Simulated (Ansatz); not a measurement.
Geometry optimisation, RKS PBE0/def2-SVP in Ansatz.

Input file:

```yaml
crystal:
  periodic: [false, false, false]
  atoms:
    - { symbol: Ga, position_ang: [-0.555515, -0.264417, 0.730471] }
    - { symbol: O, position_ang: [1.60161, -0.8165, -1.527519] }
    - { symbol: O, position_ang: [0.350572, -0.605231, 2.229419] }
    - { symbol: O, position_ang: [-1.705488, -1.57078, 0.376475] }
    - { symbol: H, position_ang: [1.70173, 0.145879, -1.49523] }
    - { symbol: P, position_ang: [-0.245401, 1.676204, -0.464545] }
    - { symbol: H, position_ang: [2.380021, -1.152398, -1.068643] }
    - { symbol: H, position_ang: [0.935657, 0.102763, 2.513741] }
    - { symbol: H, position_ang: [-2.1365, -1.494699, -0.479537] }
    - { symbol: H, position_ang: [-1.391724, 1.480968, -1.291927] }
    - { symbol: H, position_ang: [-0.935062, 2.49831, 0.477294] }
basis:
  gaussian: { orbitals: def2-SVP }
hamiltonian:
  xc: pbe0
relax:
  f_tol: 0.03
  max_steps: 50
```

Launched with:

```bash
$ ansatz run input.yaml --threads 4 --pin off --max-ram 5120MiB --backend cpu --events-out ev --progress --plain --runs-dir out
```

Task: Where does it end, and by what steps?

Result: It converged. After 29 steps the energy has fallen by 0.647 eV; H7 moved furthest, 1.17 Å. Joined: Ga1–O2 (3.17 → 2.14 Å).

| step | energy less start (eV) | largest force component (eV/Å) | accepted |
| --- | --- | --- | --- |
| 0 | 0.0000 | 0.257 | yes |
| 2 | -0.1315 | 1.285 | yes |
| 4 | -0.3433 | 1.021 | yes |
| 6 | -0.3783 | 0.646 | no |
| 8 | -0.4534 | 0.325 | yes |
| 10 | -0.4874 | 0.421 | yes |
| 12 | -0.5117 | 0.872 | yes |
| 14 | -0.5620 | 0.184 | yes |
| 16 | -0.5749 | 0.270 | yes |
| 18 | -0.5871 | 1.386 | no |
| 20 | -0.6109 | 0.214 | yes |
| 22 | -0.6366 | 0.235 | yes |
| 24 | -0.6431 | 0.191 | yes |
| 26 | -0.6428 | 0.340 | no |
| 28 | -0.6456 | 0.066 | no |
| 29 | -0.6466 | 0.015 | yes |

```xyz
11
Properties=species:S:1:pos:R:3
Ga -0.217 -0.141 0.178
O 1.464 -0.886 -0.925
O 1.035 -0.309 1.506
O -1.395 -1.493 0.249
H 1.927 -0.193 -1.413
P -0.520 1.961 -0.772
H 1.890 -0.926 -0.035
H 0.756 -0.847 2.255
H -2.159 -1.398 -0.326
H -1.861 1.700 -1.192
H -0.922 2.532 0.474
```

Whether the end is a true minimum wasn't checked by a vibrational analysis.

Time of the run: 110 s on 4 threads of Arm Neoverse N1, with other jobs on the host, peak memory 0.33 GiB.
